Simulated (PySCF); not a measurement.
# Dipole response of C²⁺ (carbon, charge +2)

[He] 2s2, closed-shell 1S. Computed with PySCF 2.14 in dyall-acv3z (15s9p4d2f, 76 functions), with scalar relativity by spin-free X2C-1e. Coupled (time-dependent) response in atomic units; α is the mean over directions.

| method | mean α (bohr³) | C₆ (like pair) | S(−4) |
| --- | --- | --- | --- |
| UHF | 4.500 | 7.093 | 23.09 |
| PBE | 4.210 | 6.477 | 19.98 |
| PBE0 | 4.269 | 6.602 | 20.57 |
| HSE06 | 4.285 | 6.634 | 20.77 |
| BLYP | 4.267 | 6.550 | 20.94 |

S(−4) is the Cauchy moment in α(ω) = α(0) + S(−4) ω² + …

α(iu) at PBE:

| u (hartree) | α(iu) (bohr³) |
| --- | --- |
| 0 | 4.210 |
| 0.0500 | 4.161 |
| 0.100 | 4.020 |
| 0.200 | 3.547 |
| 0.300 | 2.977 |
| 0.500 | 2.006 |
| 0.750 | 1.273 |
| 1.00 | 0.8731 |
| 1.50 | 0.4889 |
| 2.00 | 0.3165 |
| 3.00 | 0.1674 |
| 5.00 | 0.07343 |

A single London oscillator, α(iu) = α/(1 + u²/ω²), gives C₆ = (3/4) ω α². Matching the computed C₆ needs ω = 4 × 6.477 / (3 × 4.210²) = 0.487 hartree.

For an ion, C₆ is the dispersion term alone; charge-induced terms of lower order in 1/R come first.
